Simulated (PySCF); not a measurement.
BrGeH3.

```xyz
5

Ge     0.0000     0.0000     1.1466
Br     0.0000     0.0000    -1.1852
H     -1.2686     0.7324     1.5978
H      1.2686     0.7324     1.5978
H      0.0000    -1.4648     1.5978
```

The structure is a stationary point at B3LYP-D3(BJ)/def2-TZVP.

Calculation: PBE0/pcSseg-2 in PySCF. Non-relativistic, no solvent.

Computed absolute GIAO shielding of each atom: isotropic value and principal components (ppm):
```tsv
atom	σ(iso)	σ11	σ22	σ33	span
Ge1	1455.4	1374.4	1374.4	1617.3	242.8
Br2	2819.6	2761.4	2761.4	2935.9	174.5
H3	26.1	18.9	21.8	37.5	18.6
H4	26.1	18.9	21.8	37.5	18.6
H5	26.1	18.9	21.8	37.5	18.6
```
